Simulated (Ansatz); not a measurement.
Cost and result up the ladder for the cluster SiO3H2 (the lowest singlet isomer of a short search) (6 atoms). Total charge 0; singlet. Geometry: PBE-D4/def2-TZVP.

Cartesian coordinates in Å:
```
Si -0.4330 0.0628 0.2671
O 1.0690 0.6332 -0.0762
O -0.6210 -1.2801 -0.6397
O -1.4535 0.6520 1.2389
H 1.3007 1.4416 0.4132
H 0.1378 -1.5096 -1.2032
```

Ansatz on 4 threads of Arm Neoverse V1 on a shared host. Times are rough, and most runs start from the orbitals of an earlier one. PBE0-D4/def2-TZVPD serves as the yardstick here, not as an exact answer. Differences are given only for rows in sets of like size (and for xTB, whose basis is part of the method), since another set adds its own error. Binding counts from free atoms at the same level (Si triplet, O triplet, H doublet; other spins of the atoms weren't run), without zero-point energy or a counterpoise term.

LC-ωPBE has ω = 0.4 bohr⁻¹. B3LYP takes the VWN-RPA correlation. HSE06 is defined as in plane-wave codes, on full-range PBE exchange. Correlated methods freeze 8 core orbitals. The structure comes from a short search, and lower isomers may exist.

Correlated methods converge slowly with the basis.

```
                            level  functions  wall time
                        HF/STO-3G         26      0.1 s
                         HF/6-31G         44     0.15 s
                  PBE-D4/def2-SVP         70      0.4 s
                   B3LYP-D4/6-31G         44      0.4 s
                 PBE0-D4/def2-SVP         70      0.5 s
                PBE0-D4/def2-TZVP        142      0.9 s
                LC-ωPBE/def2-TZVP        142     0.95 s
               HSE06-D4/def2-TZVP        142        1 s
               BHLYP-D4/def2-TZVP        142        1 s
                PBE-D4/def2-TZVPD        181      1.2 s
               PBE0-D4/def2-TZVPD        181      1.4 s
r2SCAN-D4/def2-TZVP (with forces)        142      1.7 s
             r2SCANh-D4/def2-TZVP        142      1.7 s
               CCSD(T)/def2-TZVPP        163       17 s
```

**Question.** Estimate what each level gives for the binding energy per atom (eV).

**Answer.** 
```json
{"level": "HF/STO-3G", "binding energy per atom (eV)": "1.96", "difference from PBE0-D4/def2-TZVPD (eV)": "–"}
{"level": "HF/6-31G", "binding energy per atom (eV)": "1.84", "difference from PBE0-D4/def2-TZVPD (eV)": "–"}
{"level": "PBE-D4/def2-SVP", "binding energy per atom (eV)": "4.29", "difference from PBE0-D4/def2-TZVPD (eV)": "–"}
{"level": "B3LYP-D4/6-31G", "binding energy per atom (eV)": "3.43", "difference from PBE0-D4/def2-TZVPD (eV)": "–"}
{"level": "PBE0-D4/def2-SVP", "binding energy per atom (eV)": "4.09", "difference from PBE0-D4/def2-TZVPD (eV)": "–"}
{"level": "PBE0-D4/def2-TZVP", "binding energy per atom (eV)": "4.21", "difference from PBE0-D4/def2-TZVPD (eV)": "0.00"}
{"level": "LC-ωPBE/def2-TZVP", "binding energy per atom (eV)": "4.25", "difference from PBE0-D4/def2-TZVPD (eV)": "0.04"}
{"level": "HSE06-D4/def2-TZVP", "binding energy per atom (eV)": "4.21", "difference from PBE0-D4/def2-TZVPD (eV)": "0.00"}
{"level": "BHLYP-D4/def2-TZVP", "binding energy per atom (eV)": "4.01", "difference from PBE0-D4/def2-TZVPD (eV)": "-0.21"}
{"level": "PBE-D4/def2-TZVPD", "binding energy per atom (eV)": "4.40", "difference from PBE0-D4/def2-TZVPD (eV)": "0.18"}
{"level": "PBE0-D4/def2-TZVPD", "binding energy per atom (eV)": "4.21", "difference from PBE0-D4/def2-TZVPD (eV)": "0.00"}
{"level": "r2SCAN-D4/def2-TZVP (with forces)", "binding energy per atom (eV)": "4.30", "difference from PBE0-D4/def2-TZVPD (eV)": "0.09"}
{"level": "r2SCANh-D4/def2-TZVP", "binding energy per atom (eV)": "4.24", "difference from PBE0-D4/def2-TZVPD (eV)": "0.02"}
{"level": "CCSD(T)/def2-TZVPP", "binding energy per atom (eV)": "4.17", "difference from PBE0-D4/def2-TZVPD (eV)": "-0.04"}
```
